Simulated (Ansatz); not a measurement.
Gas-phase electronic energies from Ansatz, PBE0-D4/def2-TZVP geometries. CCSD(T)/CBS is the MP2 limit (def2-TZVPP, def2-QZVPP) plus CCSD(T) − MP2 in def2-TZVPP, frozen cores. DFT in def2-TZVPP. B3LYP here is the variant with VWN-RPA as its local correlation; programs differ in this. For Zn outer-core shells are correlated without core-valence functions, which leaves a few kJ/mol of doubt a bond. Scalar relativity is left out up to krypton. One conformer a species, not always the lowest.

Reaction (ligand exchange at the Si–O bond): `C[O][Zn][O][SiH3]` + `CC(C)=N` → `CC(C)=N[SiH3]` + `C[O][Zn][OH]`

```tsv
level	ΔE (kcal/mol)
B3LYP-D4	18.0
HF/def2-TZVPP	24.6
MP2/def2-QZVPP	18.8
SCS-MP2/def2-QZVPP	20.2
```

Problem. What does CCSD(T)/CBS give? (Best estimate.)

Solution. Ansatz gave: +19.3 kcal/mol. The listed levels differ from it by -1.3, 5.3, -0.5, 0.9 kcal/mol.

Largest T1 diagnostic among the species: 0.017.

From PBE to PBE0 (25 % exact exchange), in def2-TZVPP and without D4, ΔE moves by +1.9 kcal/mol. In def2-TZVPP, CCSD(T) changes the Hartree–Fock value by −4.6 kcal/mol (the triples alone add −0.9 kcal/mol) and MP2 by −5.4 kcal/mol.
